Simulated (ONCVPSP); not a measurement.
Transferability test, ONCV potential for platinum

ONCVPSP 4.0.1 input, shortened (lines: element, Z, core and valence counts, functional; n l f; lmax; l rc ep ncon nbas qcut; lloc lpopt rc5 dvloc0; l nproj debl; icmod fcfact rcfact), Wu-Cohen, fully relativistic:

```
  Pt 78.00   10    3  -118130      upf
    1    0    2.00
    2    0    2.00
    2    1    6.00
    3    0    2.00
    3    1    6.00
    3    2   10.00
    4    0    2.00
    4    1    6.00
    4    2   10.00
    4    3   14.00
    5    0    2.00
    5    1    6.00
    5    2    7.00
    2
    0    1.30    0.00    3    6    7.40
    1    1.40    0.00    4    8    9.80
    2    2.35    0.00    4    9    8.10
    0    5    1.30    0.00
    0    0    1.70
    1    2    3.40
    2    2    1.20
    1    0.35    0.00
```

Open shells are filled in proportion to 2j + 1.

In the d channel the program set the typed energies aside and used -1.401, 0.250 Ha (j = l + 1/2; the other j can differ).

Energies are relative to the spin-unpolarised reference configuration 5s2 5p6 5d7; without spin polarisation the order of configurations can differ from experiment. Not all tests gave a result: 1 of 4 tests not solved or not reliable.

```csv
valence configuration,charge,ΔE all-electron (eV),error AE − PS (meV)
5s2 5p6 5d9,+1,-52.273,+3.3
5s2 5p6 5d8,+2,-32.255,+1.2
5s2 5p6 5d8 6s2,0,-60.534,+2721
```

Levels in the configuration 5s2 5p6 5d8 6s2:

```csv
level,all-electron (eV),pseudo (eV)
5s j=1/2,-104.369,-103.081
5p j=3/2,-54.503,-53.425
5p j=1/2,-69.596,-68.421
5d j=5/2,-7.521,-6.717
5d j=3/2,-8.936,-8.105
6s j=1/2,-6.568,-7.413
```
